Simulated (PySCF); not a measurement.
Record of a relaxation.

Compound: GeH4.
Hydrogens: H2, H3, H4, H5 on Ge1.

Method: PySCF, PBE0-D3(BJ)/def2-SVP geometry optimisation, gas phase; density fitting, grid level 1; the optimiser is geomeTRIC in internal coordinates, started from a GFN2-xTB structure. The frame can shift and turn from step to step; on so coarse a grid that alone can change the energy by a few meV, and forces under 0.02 eV/Å are noise.

Step 0: E = -56568.4691 eV, largest atomic force 1.078 eV/Å
```
atom  x, y, z in Å  |  force x, y, z in eV/Å
Ge1     0.002    0.001   -0.004   -0.007  -0.002   0.003
H2     -0.597   -0.852   -1.058   -0.431  -0.617  -0.765
H3      0.554   -0.858    1.071    0.399  -0.624   0.782
H4     -1.040    0.892    0.561   -0.751   0.646   0.408
H5      1.090    0.821   -0.588    0.790   0.597  -0.427
```

Step 1: E = -56568.5752 eV, largest atomic force 0.236 eV/Å
```
atom  x, y, z in Å  |  force x, y, z in eV/Å
Ge1     0.108    0.175   -0.133   -0.001   0.000   0.000
H2     -0.518   -0.717   -1.237    0.095   0.135   0.167
H3      0.684   -0.723    0.992   -0.088   0.136  -0.170
H4     -0.982    1.108    0.457    0.166  -0.141  -0.090
H5      1.247    1.033   -0.744   -0.172  -0.130   0.092
```

Step 2: E = -56568.5818 eV, largest atomic force under 0.02 eV/Å
```
atom  x, y, z in Å  |  force x, y, z in eV/Å
Ge1     0.108    0.175   -0.133    0.000   0.000   0.000
H2     -0.512   -0.709   -1.227    0.001   0.002   0.002
H3      0.678   -0.715    0.983   -0.002   0.002  -0.002
H4     -0.972    1.101    0.452    0.002  -0.001  -0.002
H5      1.237    1.025   -0.739   -0.002  -0.002   0.001
```

Step 3: E = -56568.5818 eV, largest atomic force under 0.02 eV/Å
```
atom  x, y, z in Å  |  force x, y, z in eV/Å
Ge1     0.108    0.175   -0.133    0.000   0.000   0.000
H2     -0.512   -0.709   -1.227    0.000   0.000   0.000
H3      0.678   -0.715    0.983   -0.001   0.000   0.001
H4     -0.972    1.101    0.451    0.000   0.001   0.000
H5      1.237    1.024   -0.739    0.001   0.000   0.000
```

Question: Summarise the path.

Answer: The energy falls by 10.88 kJ/mol from step 0 to step 3; nine tenths of that is first reached at step 1. It falls at every step. The largest force goes from 1.078 to under 0.02 eV/Å. Among the bonds Ge1–H5 changes most (a near tie, within 0.001 Å, with another), from 1.482 to 1.537 Å; the atoms move by 0.049 Å rms after alignment.

Question: Follow the energy, the force and the coordinates that change most from start to end.

Answer: 
```tsv
step	E above end (kJ/mol)	largest force (eV/Å)	Ge1–H5 (Å)	Ge1–H3 (Å)	Ge1–H2 (Å)
0	10.88	1.078	1.482	1.483	1.483
1	0.64	0.236	1.551	1.551	1.551
2	0.00	under 0.02	1.537	1.537	1.537
3	0.00	under 0.02	1.537	1.537	1.537
```

What follows is the cost of the whole optimisation. The run took 2.5 s on an Arm Neoverse V1 with one thread, shared host with 64 logical CPUs at a one-minute load of 32, and the process peaked at 0.29 GiB of memory.
